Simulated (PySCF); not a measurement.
Computed IR spectrum (relative IR intensity) of a molecule C6H7, multiplicity 2. Geometry optimised at B3LYP-D3(BJ)/def2-SVP. One conformer was computed; it need not be the lowest. Method: PySCF with B3LYP-D3(BJ)/def2-SVP. Harmonic, unscaled wavenumbers; measured fundamentals usually lie a few per cent lower.

```tsv
ν (cm⁻¹)	relative intensity
322	7.0
487	4.5
578	5.7
679	100
744	16
836	9.9
923	29
961	2.2
1043	7.0
1154	2.5
1163	7.7
1223	14
1262	6.7
1321	8.2
1345	4.8
1433	6.9
1444	7.4
1646	12
1712	3.0
2986	40
2995	71
3074	35
3076	33
3159	6.2
3167	16
3185	33
```

Question: Pick the molecule that these values belong to.
A) [C]1=CCCC=C1
B) [CH]1C=CC=CC1
C) [C]1=CC=CCC1

Answer: C, [C]1=CC=CCC1
